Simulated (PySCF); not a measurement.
Compound: C₅H₆ClFO.
Structure used (GFN2-xTB), in Å, numbered top down from 1:
```
atom  x, y, z in Å
O1     1.4893   -1.5188   -1.4497
C2     1.5942   -0.6251   -0.6809
Cl3    3.0117    0.4383   -0.7421
C4     0.6550   -0.2041    0.3977
C5    -0.0692    1.1301    0.0932
C6    -1.3750    0.3539   -0.1194
F7    -2.4104    0.7807    0.6721
C8    -0.7007   -0.9342    0.3697
H9     1.1880   -0.2183    1.3487
H10   -0.1251    1.7893    0.9558
H11    0.2991    1.6854   -0.7653
H12   -1.7545    0.3332   -1.1437
H13   -0.7521   -1.7787   -0.3124
H14   -1.0511   -1.2323    1.3542
```

Method: PySCF, TDDFT B3LYP/def2-SVPD, vertical, gas phase, core orbitals frozen in the response.

Predict the UV-vis stick spectrum at this level.

```csv
state,E (eV),ν̃ (cm⁻¹),f,|μ| (D),"main configurations (H = HOMO, L = LUMO)"
S1,5.12,41330,0.0006,0.17,H→L (97%)
S2,6.11,49290,0.0015,0.26,"H-1→L (82%), H-3→L (14%)"
S3,6.51,52520,0.0046,0.43,H-2→L (88%)
S4,6.65,53610,0.028,1.05,"H-3→L (74%), H-1→L (10%)"
S5,6.83,55090,0.016,0.79,H-4→L (77%)
S6,7.60,61340,0.069,1.54,"H-5→L (77%), H→L+1 (14%)"
S7,7.79,62800,0.057,1.39,"H→L+1 (44%), H→L+2 (16%), H-5→L (12%)"
S8,7.86,63390,0.0035,0.34,H→L+2 (80%)
```

Triplets (Tamm–Dancoff): T1 4.62 eV, H→L (95%); T2 5.71 eV, H-4→L (58%), H-2→L (17%), H-3→L (10%); T3 5.97 eV, H-1→L (82%), H-3→L (13%).

The lowest singlet lies at 5.12 eV (242 nm, ultraviolet) and is very weak; its leading configuration is HOMO→LUMO (97%). The strongest level in the table is S6 at 7.60 eV (163 nm, f = 0.069). S1 has the pattern of n→π* at C=O. Of the 8 states listed, 4 reach f = 0.01 and none stays under 0.0005. Weighted by f, the mean energy of these states is 7.40 eV. Orbital energies (eV): HOMO-3 -9.27, HOMO-2 -9.09, HOMO-1 -8.94, HOMO -8.50, LUMO -1.62, LUMO+1 0.08, LUMO+2 0.24. Only the lowest 8 singlets were computed, as vertical energies without vibronic structure.

The run took about 2.2 min of CPU time (with the writing of density and orbital grids) (one thread, shared machine).

One conformer stands for the species.
